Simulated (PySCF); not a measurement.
Symmetry of computed structures. Level of theory: PBE0/pcSseg-1 in PySCF (dipole) on a GFN2-xTB geometry, gas phase. The symmetry is that of the one conformer found, every atom within 0.08 Å of its image; none is proved a minimum here.

Q: Point group, rotor type and polarity of `[CH3:1][C@H:2]1[CH2:3][CH2:4][C@H:5]([CH3:6])[CH2:7][CH2:8]1` with C1–C2–C3–C4 180°, C2–C3–C4–C5 -58°, C3–C4–C5–C6 180°, C4–C5–C7–C8 -57° (trans-1,4-dimethylcyclohexane)?

A: C2h; asymmetric top; symmetry number 2; 4 operations, which sort the 24 atoms into 8 sets; dipole forbidden by symmetry (computed 0.00 D); A, B, C = 4162, 1337, 1094 MHz; heavy atoms equivalent by symmetry: C1/C6, C2/C5, C3/C4/C7/C8.

Q: `[CH3:1][c:2]1[p:3][cH:4][c:5]([CH:6]([CH3:7])[CH3:8])[s:9]1` with C4–C5–C6–C7 -62°, H–C1–C2–P3 0° (nearest H): symmetry, top, dipole?

A: Cs; asymmetric top; symmetry number 1; 2 operations, which sort the 20 atoms into 15 sets; dipole 1.57 D, in the ab plane, which is the mirror; A, B, C = 2319, 764.9, 658.5 MHz; heavy atoms equivalent by symmetry: C7/C8.

Q: `[F:1][P:2]([F:3])[P:4]([P:5]([F:6])[F:7])[P:8]([F:9])[F:10]` with F1–P2–P4–P5 -74°, P2–P4–P5–F6 109°, P2–P4–P8–F9 -74° ((PF2)3P): symmetry, top, dipole?

A: C3; oblate symmetric top; symmetry number 3; 3 operations, which sort the 10 atoms into 4 sets; this conformer is chiral (no improper operation); dipole 1.59 D, along the axis; A, B, C = 811.6, 810.5, 448.8 MHz.
